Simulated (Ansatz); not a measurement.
Reaction (substitution at a C–Si bond): `C[SiH2]N[SiH2]Cl` + `C[N]=[Mo](=[O])([OH])[F]` → `C[N]=[Mo](=[O])([F])[O]C` + `[SiH3]N[SiH2]Cl`

Isolated molecules relaxed with PBE0-D4/def2-TZVP in Ansatz; ΔE leaves out vibrations. CCSD(T)/CBS adds triple-zeta CCSD(T) − MP2 to the extrapolated MP2 energy (def2 sets, frozen cores). DFT in def2-TZVPP. HSE06 is defined as in plane-wave codes. Elements past krypton have def2 core potentials. For Mo outer-core shells are correlated without core-valence functions, which leaves a few kJ/mol of doubt a bond. Each species was taken in one conformer, which may not be the lowest.

```json
{"level": "r2SCANh-D4", "ΔE (eV)": "0.98"}
{"level": "HSE06-D4", "ΔE (eV)": "0.97"}
{"level": "ωB97M-V", "ΔE (eV)": "0.99"}
{"level": "HSE06", "ΔE (eV)": "0.96"}
{"level": "CCSD/def2-SVP", "ΔE (eV)": "0.71"}
{"level": "HF/def2-TZVPP", "ΔE (eV)": "0.83"}
{"level": "CCSD(T)/def2-TZVPP", "ΔE (eV)": "0.92"}
{"level": "HF/def2-QZVPP", "ΔE (eV)": "0.82"}
```

(1) What does CCSD(T)/CBS give? (An estimate is asked.)

Largest T1 diagnostic among the species: 0.022, so the coupled-cluster value is less sure than usual.

Results:

(1) Ansatz gave: +0.97 eV. The listed levels differ from it by 0.01, 0.00, 0.02, -0.01, -0.26, -0.14, -0.05, -0.15 eV.

In def2-TZVPP, CCSD(T) changes the Hartree–Fock value by +0.09 eV (the triples alone add −0.01 eV) and MP2 by +0.14 eV. Leaving LDA and LC-ωPBE aside and taking each functional with its dispersion term where it has one, the values, not all of them listed here, spread over 0.14 eV, from BLYP-D4 to r2SCAN0-D4. At CCSD(T), def2-SVP lies −0.28 eV from the extrapolated value and def2-TZVPP −0.05 eV.
